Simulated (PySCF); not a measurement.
C7H6N2S, SMILES c1[nH]c(cc1)-c1nccs1, singlet (GFN2-xTB optimised geometry):

```
16

C      2.163    -2.180     0.000
C      0.942    -2.812     0.000
N     -0.025    -1.871     0.000
C      0.546    -0.630     0.000
C     -0.255     0.547     0.000
N     -1.551     0.547     0.000
C     -2.056     1.798     0.000
C     -1.139     2.801     0.000
S      0.458     2.156     0.000
C      1.920    -0.801     0.000
H      3.123    -2.656     0.000
H      0.710    -3.859     0.000
H     -1.021    -2.017     0.000
H     -3.123     1.928     0.000
H     -1.299     3.859     0.000
H      2.650    -0.016     0.000
```

Method: PBE/def2-TZVP in PySCF 2.14.0.

### Question
What are the frontier orbital energies and the dipole moment?

### Answer
HOMO-2 -6.50 eV, HOMO-1 -6.25 eV, HOMO -4.93 eV, LUMO -1.94 eV, LUMO+1 -0.50 eV; dipole moment 0.56 D.

Meta-Löwdin charges at PBE/def2-TZVP: C1 -0.19, C2 -0.09, N3 -0.13, C4 0.03, C5 0.00, N6 -0.27, C7 -0.05, C8 -0.30, S9 0.25, C10 -0.18, H11 0.13, H12 0.13, H13 0.26, H14 0.14, H15 0.15, H16 0.13.
